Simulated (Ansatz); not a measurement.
Stepwise reaction of `[SiH3]OB(S)S` with hydrogen chloride, as a gas-phase model of exchange steps in deposition or etching. ΔE in kJ/mol.

Computed with Ansatz on PBE0-D4/def2-TZVP structures; ΔE is electronic, products minus reactants. CBS: MP2 limit from def2 TZ/QZ plus the TZ coupled-cluster correction, frozen cores. This one scheme is used for every species. DFT in def2-TZVPP. B3LYP here is the variant with VWN-RPA as its local correlation; programs differ in this. One conformer a species, not always the lowest.

```
step                                        reaction  PBE-D4  B3LYP-D4  ωB97M-V  CCSD(T)/CBS
   2  `[SiH3]OB(S)Cl` + HCl → `[SiH3]OB(Cl)Cl` + H₂S   -15.5     -18.0    -21.2        -17.5
```

Task: Give the row of step 1, `[SiH3]OB(S)S` + HCl → `[SiH3]OB(S)Cl` + H₂S. (Best estimate.)

Result: The calculation gave: 
| step | reaction | PBE-D4 | B3LYP-D4 | ωB97M-V | CCSD(T)/CBS |
| --- | --- | --- | --- | --- | --- |
| 1 | `[SiH3]OB(S)S` + HCl → `[SiH3]OB(S)Cl` + H₂S | -17.2 | -20.3 | -22.5 | -19.3 |

Task: By hand: ΔE of the 2 steps together at CCSD(T)/CBS.

Result: (-19.3) + (-17.5) = -36.8 kJ/mol, or -18.4 kJ/mol a step.

In ΔE the steps differ by no more than 1.8 kJ/mol. All are downhill at CCSD(T)/CBS. PBE-D4 differs from CCSD(T)/CBS by 2.0 to 2.1 kJ/mol a step. Isolated molecules leave out the surface, adducts and barriers. Largest T1 diagnostic: 0.013.
